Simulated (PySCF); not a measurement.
A side-by-side comparison of computed properties.

First species: C6H8F2O.
Geometry (GFN2-xTB, Å), atoms numbered from 1 in this order:
```xyz
17
C6H8F2O angstrom
C      3.0344    0.1805   -1.3238
C      2.2486   -0.0261   -0.2721
C      0.8658   -0.4314   -0.3831
C      0.0608   -0.6248    0.6613
C     -1.3705   -1.0433    0.5485
O     -2.2575   -0.1258    1.2067
C     -2.3152    1.0914    0.6399
F     -3.0915    1.0859   -0.4836
F     -2.9063    1.9376    1.4924
H      2.6743    0.0480   -2.3310
H      4.0599    0.4884   -1.2177
H      2.6285    0.1134    0.7311
H      0.4920   -0.5866   -1.3877
H      0.4166   -0.4675    1.6705
H     -1.6693   -1.1561   -0.5001
H     -1.5435   -1.9850    1.0754
H     -1.3341    1.5133    0.3424
```

Second species: C6H5F3.
SMILES: `FC(F)(F)C#CC1CC1`

Levels: PBE0/def2-SVPD for dipole moment, HOMO energy, LUMO energy, HOMO–LUMO gap, static isotropic polarisability and electronic spatial extent ⟨r²⟩ about the centre of nuclear charge; TDDFT PBE0/def2-SVPD for lowest singlet excitation; TDA PBE0/def2-SVPD for lowest triplet excitation (Tamm–Dancoff); GFN2-xTB for rotational constant A and rotational constant C. Geometries: GFN2-xTB. All species are isolated and taken at one optimised geometry, non-relativistic unless stated; the electronic structure was computed with PySCF and density fitting.

Dipoles, sizes and rotational constants follow the conformer. The torsions of the flexible species, by atom-mapped SMILES:
- `[CH2:1]=[CH:2]/[CH:3]=[CH:4]/[CH2:5][O:6][CH:7]([F:8])[F:9]`: C1–C2–C3–C4 -179°, C3–C4–C5–O6 -124°, C4–C5–O6–C7 67°, C5–O6–C7–F8 78°

(1) Which has the higher rotational constant A?

(2) Which of the two has the higher dipole moment, and by how much?

(3) Which of the two has the higher HOMO energy, and by how much?

(4) Which of the two has the higher rotational constant C, and by how much?

(5) Which of the two has the higher ⟨r²⟩, and by how much?

(6) Which has the higher static isotropic polarisability?

(7) Which has the higher HOMO–LUMO gap?

(8) Which has the higher T1 energy?

## Answers

(1) The second: 4.104 GHz against 3.256 GHz, a difference of 0.848 GHz.

(2) The second: 4.25 D against 3.70 D, a difference of 0.55 D.

(3) The first: -7.27 eV against -8.04 eV, a difference of 0.77 eV.

(4) The second: 0.673 GHz against 0.625 GHz, a difference of 0.048 GHz.

(5) The first: 1779 bohr² against 1643 bohr², a difference of 136 bohr².

(6) The first: 86.2 au against 72.6 au, a difference of 13.6 au.

(7) The second: 7.86 eV against 5.88 eV, a difference of 1.98 eV.

(8) The second: 5.03 eV against 3.16 eV, a difference of 1.87 eV.

On the first: The principal polarisabilities are 65.0, 68.7 and 124.9 au; their mean is the isotropic value. The polarisability is 12.77 Å³ as a volume (1 au = 0.148185 Å³), or 1.23 au for each of the 70 electrons.

On the second: In wavenumbers S1 is 48100 cm⁻¹ (1 eV = 8065.54 cm⁻¹). The polarisability is 10.75 Å³ as a volume (1 au = 0.148185 Å³), or 1.07 au for each of the 68 electrons.
